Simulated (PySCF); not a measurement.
Radial density of Mg (magnesium, neutral)

UHF, [Ne] 3s1 4s1, high-spin 3S determinant (an excited configuration). All numbers are calculated (PySCF 2.14, no relativity, point nucleus, in dyall-acv3z (20s13p7d4f, 122 functions)).

```
r (bohr)  4πr²ρ (e/bohr)  4πr²(ρα − ρβ)
 0.00265         0.09063         0.0002
 0.00446          0.2456         0.0005
 0.00750          0.6458         0.0013
  0.0126           1.617         0.0032
  0.0212           3.724         0.0074
  0.0357           7.465         0.0143
  0.0601           11.89         0.0205
   0.101           13.09         0.0143
   0.170           9.053        -0.0022
   0.286           7.827         0.0257
   0.481           11.11         0.0708
   0.809           7.222        -0.0020
    1.36           1.479         0.1408
    2.29          0.4839         0.4434
    3.85          0.1858         0.1857
    6.47          0.1369         0.1369
    10.9         0.08753         0.0875
    18.3        0.002447         0.0024
```

The outer electron is Rydberg-like, and this basis confines it to a smaller radius and binds it less than a complete one would.

Problem. Where is the radial spin density 4πr²(ρα − ρβ) most negative, and why is it negative at all?

Solution. Around r = 0.170 bohr, down to -0.0022 e/bohr: exchange with the open shell polarises the paired shells in an unrestricted calculation.
